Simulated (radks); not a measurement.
Isoelectronic series with 11 electrons, all held in the configuration [Ne] 3s1, which need not be the ground one along the series. All-electron calculation, scalar-relativistic Kohn-Sham, LDA (Slater exchange, Perdew-Wang correlation), spin-polarised, spherical densities, finite nucleus; open shells are filled with parallel spins first (spin-orbit coupling, left out, can overturn this in heavy ions); Fermi nuclear charge, rms radius of each element as measured or else 0.836 A^(1/3) + 0.57 fm. Program: a radial shooting solver on a logarithmic mesh with Libxc functionals. Total energies (hartree) and orbital eigenvalues (eV) (* marks an orbital that is empty in some or all of the ions):

ion    E (hartree)   3s down*      3s up    2p down      2p up
Si3+    -286.70741   -38.0978   -40.5091  -131.8618  -132.1646
Cl6+    -449.29328  -103.6451  -107.3939  -298.8045  -299.3132
Ca9+    -649.56057  -197.2896  -202.3762  -527.9636  -528.6705
V12+    -887.75916  -318.8825  -325.3214  -819.1905  -820.0932
Fe15+  -1164.20510  -468.5307  -476.3378  -1172.610  -1173.708
Cu18+  -1479.27387  -646.4517  -655.6420  -1588.471  -1589.766
Ge21+  -1833.39983  -852.9361  -863.5237  -2067.104  -2068.596
Br24+  -2227.07951  -1088.337  -1100.335  -2608.904  -2610.596
Sr27+  -2660.87260  -1353.067  -1366.488  -3214.328  -3216.222
Nb30+  -3135.40574  -1647.599  -1662.453  -3883.889  -3885.988
Ru33+  -3651.37726  -1972.467  -1988.767  -4618.156  -4620.464
Ag36+  -4209.56892  -2328.276  -2346.031  -5417.754  -5420.274
Sn39+  -4810.83778  -2715.699  -2734.921  -6283.363  -6286.099
I42+   -5456.13821  -3135.491  -3156.190  -7215.720  -7218.677
Ba45+   -6146.5231  -3588.491  -3610.677  -8215.619  -8218.803
Pr48+   -6883.1592  -4075.638  -4099.321  -9283.912  -9287.329
Sm51+   -7667.2959  -4597.958  -4623.148  -10421.51  -10425.17
Tb54+   -8500.4281  -5156.641  -5183.347  -11629.39  -11633.30
Er57+   -9384.0024  -5752.927  -5781.158  -12908.59  -12912.75
Lu60+  -10319.8348  -6388.288  -6418.053  -14260.21  -14264.63
W63+   -11309.9161  -7064.362  -7095.669  -15685.41  -15690.10
